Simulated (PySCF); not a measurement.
SMILES c1ccc(-c2ccccn2)cc1 at its GFN2-xTB optimised geometry (Å):

```
21

C     -1.7970    -3.0510     0.0000
C     -2.4796    -1.8465     0.0000
C     -1.7879    -0.6492     0.0000
C     -0.3937    -0.6351     0.0000
C      0.3942     0.6074     0.0000
C     -0.1802     1.8819     0.0001
C      0.6426     2.9937     0.0001
C      2.0170     2.8174     0.0000
C      2.4964     1.5158     0.0000
N      1.7198     0.4534     0.0000
C      0.2819    -1.8573     0.0000
C     -0.4115    -3.0510     0.0000
H     -2.3424    -3.9833     0.0000
H     -3.5602    -1.8388     0.0000
H     -2.3498     0.2721     0.0000
H     -1.2502     2.0121     0.0001
H      0.2155     3.9868     0.0001
H      2.6923     3.6586     0.0001
H      3.5602     1.3120     0.0000
H      1.3602    -1.8430     0.0000
H      0.1283    -3.9868     0.0000
```

Method: CAM-B3LYP/def2-SVP run with PySCF. Cells within 0.4 Å of a nucleus heavier than hydrogen are left out (blank, or x).

Map of the electrostatic potential (hartree/e), clipped to [-0.08, 0.12] on the plane z = 0.0 Å:

```
|4444444444444444444444444444444|
|4444444444444444444444444444444|
|4444444444444555555444444444444|
|4444444444444568865555555444444|
|4444444444445699996568975444444|
|4444444444445699999799996544444|
|4444444444455699999999997544444|
|4444444444555699xx99x9996544444|
|4444444445678999xx99xx985544444|
|4444444455899999999999996544444|
|44444444569999xx999999999754444|
|44444445568999xx99999xx99975444|
|444444456778999999999x999975444|
|4444445699977999x99x99999964444|
|4444445799999999x99xx9855544443|
|4444445699999999999999223333333|
|4444445699xx99x9998730012333333|
|4444455799xx99x9995200012333333|
|4444589999999999999731122333333|
|444579999x99999xx99983223333333|
|44457999xx99999xx99994333333333|
|4444699999999999999964333333333|
|4444456799xx99x9996544333333333|
|4444444699xx99x9974443333333333|
|4444444699999999974433333333333|
|4444444799999999995433333333333|
|4444444699975699985443333333333|
|4444444567654457754443333333333|
|4444444445444444444433333333333|
|4444444444444444444433333333333|
|3444444444444444444333333333333|
```
Scale: ten equal steps from -0.077 (start of '0') to 0.120 (end of '9'), in the order '0123456789'; x runs from -6.00 to 6.00, y from -6.00 (bottom) to 6.00 (top).
